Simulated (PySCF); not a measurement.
Species: C5H5FN2O2.
Structure used (PBE0-D3(BJ)/def2-SVP), in Å, numbered top down from 1:
```
atom  x, y, z in Å
O1    -1.679    1.176    1.431
C2    -0.569    1.537    1.135
N3     0.294    0.824    0.320
N4     1.540    1.323    0.125
C5     2.105    0.452   -0.655
F6     3.341    0.614   -1.058
C7     1.262   -0.642   -0.994
C8     0.085   -0.374   -0.346
C9    -1.212   -1.129   -0.325
O10   -1.618   -1.526    0.944
H11   -0.097    2.483    1.472
H12    1.497   -1.497   -1.623
H13   -1.062   -2.033   -0.934
H14   -1.980   -0.521   -0.843
H15   -1.919   -0.719    1.391
```

Linear response at B3LYP/def2-SVPD (PySCF, frozen core in the response, non-relativistic).

Static isotropic polarisability: 81.11 au (12.02 Å³), principal values 51.9, 84.5, 106.9 au.

What is the polarisability at 1064 nm and at the sodium D line?

82.00 au at 1064 nm (+1.1 %), 84.21 au at 589.3 nm (+3.8 %). The rise at 589.3 nm is 3.48 times that at 1064 nm; a pure ω² law gives 3.26. The lowest singlet lies at 258 nm, shorter than both wavelengths.

What is the isotropic C6 coefficient between two such molecules, C6 = (3/π)∫α(iω)² dω?

2788 au (Eh·bohr⁶) by a ten-point quadrature over imaginary frequencies, which is 1670 eV·Å⁶ or 161 J·nm⁶/mol.

Which effective excitation energy ω̄ makes London's formula C6 = (3/4)α²ω̄ exact here?

ω̄ = 4·C6/(3α²) = 0.565 Eh = 15.4 eV. A one-pole form α(ω) = α/(1 − ω²/ω̄²) fitted to the 1064 nm value gives 11.2 eV.

How many electrons N does the Slater–Kirkwood formula C6 = (3/4)·√N·α^(3/2) need to give this C6?

N = (4·C6/3)²/α³ = 25.9; the species has 74 electrons in all.

What molar refraction at the D line follows from R = (4π/3)·N_A·α′, with α′ the polarisability volume?

α′ = 12.48 Å³ gives R = 31.48 cm³/mol, for isolated, non-vibrating species.

The lowest 6 singlets have (eV, f): 4.81, 0.003; 4.99, 0.023; 5.10, 0.003; 5.54, 0.274; 5.91, 0.003; 6.81, 0.019. What share of the static polarisability do they carry in the sum over states α = Σ f/ω²?

7.88 au, 9.7 % of α; the largest term, 6.62 au, is that of the state at 5.54 eV. Their oscillator strengths add up to 0.33. Higher states carry the rest.

The run took about 90 s of CPU time (one thread, shared machine). This is the whole response run at B3LYP/def2-SVPD, SCF included.

One conformer stands for the species.
